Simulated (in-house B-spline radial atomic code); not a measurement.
A radial electron density 4πr²n(r) was computed for an atom or ion in its tabulated ground configuration with a B-spline radial code for spherical atoms; method: Dirac-Kohn-Sham LDA exchange-only, spherical fractional occupations. Columns: r (bohr), 4πr²n(r) (electrons per bohr), bar.

```
0.000678    2.861 #
0.000835    4.026 #
 0.00103    5.649 ##
 0.00127    7.871 ###
 0.00156    10.82 ####
 0.00192    14.78 #####
 0.00237    20.04 #######
 0.00292    26.72 ##########
  0.0036    35.04 #############
 0.00443    44.88 ################
 0.00546    56.12 ####################
 0.00673    67.99 #########################
 0.00829    79.25 #############################
  0.0102    88.27 ################################
  0.0126    93.51 ##################################
  0.0155    93.78 ##################################
  0.0191    89.85 #################################
  0.0235    84.83 ###############################
   0.029    83.58 ##############################
  0.0357    90.28 #################################
   0.044    104.3 ######################################
  0.0542    118.1 ###########################################
  0.0668      121 ############################################
  0.0823    109.9 ########################################
   0.101    95.82 ###################################
   0.125    94.39 ##################################
   0.154    105.6 ######################################
    0.19    107.1 #######################################
   0.233    85.43 ###############################
   0.288    57.47 #####################
   0.354    50.61 ##################
   0.437     58.5 #####################
   0.538    56.62 #####################
   0.663     40.8 ###############
   0.816    25.08 #########
    1.01    16.47 ######
    1.24    12.12 ####
    1.53    7.981 ###
    1.88    4.205 ##
    2.32    1.642 #
    2.86   0.4719 
    3.52      0.1 
    4.33  0.01602 
    5.34 0.001966
```

(1) Which atom or ion is it?
A. Er2+
B. Er+
C. Tm2+
D. Er3+

## Answers

(1) A. The area under the curve, ∫4πr²n dr = ∫r·4πr²n d(ln r) on this logarithmic grid, is 66 electrons, which only this option has. The configuration is [Xe] 4f12.
